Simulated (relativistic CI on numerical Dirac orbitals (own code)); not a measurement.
**d6 in a ligand field**

Computed with a parametric ligand-field model of a d^n configuration (Racah B and C, spin-orbit zeta, crystal field), exact diagonalisation.

Field parameters in Wybourne normalisation: Oh B⁴₀ = 21Dq, B⁴₄ = √(5/14) B⁴₀. The field is a parameter set, without covalency.

B = 350 cm⁻¹, C = 1460 cm⁻¹ (C/B = 4.17), Oh, no spin-orbit coupling. Tanabe-Sugano data, E/B above the lowest term (Δ = |10Dq|; b, c mark the second and third term of a kind):

```csv
Δ/B,5T2,5E,3T1,3T2,3T1(b),1A1,1T1
1.0,0.00,1.00,20.43,20.74,21.38,30.18,30.60
3.0,0.00,3.00,19.30,20.50,21.71,27.16,29.08
5.0,0.00,5.00,17.75,19.90,21.73,23.71,27.34
7.0,0.00,7.00,16.04,19.02,21.73,20.12,25.53
9.0,0.00,9.00,14.27,17.90,21.74,16.44,23.68
11.0,0.00,11.00,12.45,16.61,21.75,12.70,21.80
13.0,0.00,13.00,10.61,15.20,21.76,8.93,19.90
15.0,0.00,15.00,8.75,13.69,21.76,5.12,17.99
17.0,0.00,17.00,6.87,12.11,21.77,1.29,16.07
19.0,2.56,21.56,7.53,13.02,24.33,0.00,16.69
21.0,6.42,27.42,9.49,15.20,28.20,0.00,18.61
23.0,10.30,33.30,11.45,17.34,32.08,0.00,20.54
25.0,14.18,39.18,13.41,19.47,35.98,0.00,22.48
27.0,18.08,45.08,15.38,21.58,39.88,0.00,24.42
29.0,21.99,50.99,17.35,23.67,43.79,0.00,26.37
31.0,25.90,56.90,19.32,25.76,47.70,0.00,28.31
33.0,29.82,62.82,21.30,27.83,51.63,0.00,30.27
35.0,33.74,68.74,23.27,29.89,55.55,0.00,32.22
37.0,37.67,74.67,25.25,31.95,59.49,0.00,34.18
39.0,41.61,80.61,27.23,34.00,63.42,0.00,36.14
41.0,45.55,86.55,29.21,36.04,67.36,0.00,38.10
43.0,49.49,92.49,31.19,38.08,71.31,0.00,40.07
45.0,53.44,98.44,33.17,40.11,75.26,0.00,42.04
47.0,57.39,104.39,35.16,42.15,79.21,0.00,44.00
```

The ground term changes from 5T2 to 1A1 between Δ/B = 17.0 and 19.0.
